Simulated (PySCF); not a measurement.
**A survey of ¹⁷O NMR shifts**

- GIAO PBE0/pcSseg-1 shieldings
- geometry from GFN2-xTB
- code: PySCF
- one averaged value for each set of equivalent atoms, no relativistic terms, one conformer, no solvent model

Shieldings were converted by a linear fit to measured shifts: ¹⁷O: δ = 266.70 − 0.911σ (rms 10.7 ppm, 155 shifts, 12.2 ppm with the 3 outliers that the fit left out vs liquid water, solution or neat liquid). A few per cent of atoms miss by over 2 rms, more outside the fitted compound classes.

Problem. Give the ¹⁷O shifts of `CNC(C)=O`, `CNC(C)=O`, `CC(C)OC[C@@H]1CO1`, `COC(=O)OC`, `CCNC=O`, `C#C[Si@@H](OC)OCC[SiH3]`, `CC[P@](=O)(O)C(F)(F)C(F)(F)F`, `C=C[P@](=O)(C[SiH3])C1CC1`.

Solution. 
| compound | environment | δ (ppm) |
| --- | --- | --- |
| CNC(C)=O | amide-type carbonyl oxygen | 341.3 |
| CNC(C)=O | amide-type carbonyl oxygen | 341.3 |
| [CH3:1][CH:2]([CH3:3])[O:4][CH2:5][C@@H:6]1[CH2:7][O:8]1 | O4: ether oxygen | 19.8 |
| [CH3:1][CH:2]([CH3:3])[O:4][CH2:5][C@@H:6]1[CH2:7][O:8]1 | O8: ether oxygen | -32.4 |
| [CH3:1][O:2][C:3](=[O:4])[O:5][CH3:6] | O4: ester carbonyl oxygen | 244.2 |
| [CH3:1][O:2][C:3](=[O:4])[O:5][CH3:6] | O2/5: ester alkoxy oxygen (×2) | 91.4 |
| CCNC=O | amide-type carbonyl oxygen | 333.7 |
| [CH:1]#[C:2][Si@@H:3]([O:4][CH3:5])[O:6][CH2:7][CH2:8][SiH3:9] | O6: oxygen bonded to C, Si | 10.5 |
| [CH:1]#[C:2][Si@@H:3]([O:4][CH3:5])[O:6][CH2:7][CH2:8][SiH3:9] | O4: oxygen bonded to C, Si | -23.2 |
| [CH3:1][CH2:2][P@:3](=[O:4])([OH:5])[C:6]([F:7])([F:8])[C:9]([F:10])([F:11])[F:12] | O4: P=O oxygen | 85.7 |
| [CH3:1][CH2:2][P@:3](=[O:4])([OH:5])[C:6]([F:7])([F:8])[C:9]([F:10])([F:11])[F:12] | O5: oxygen bonded to P, H | 49.1 |
| C=C[P@](=O)(C[SiH3])C1CC1 | P=O oxygen | 17.6 |

In solution the two oxygens of a carboxylic acid give one averaged line by proton exchange, and hydrogen bonding shields acid and N–H amide carbonyl oxygens by tens of ppm; neither is in these numbers.
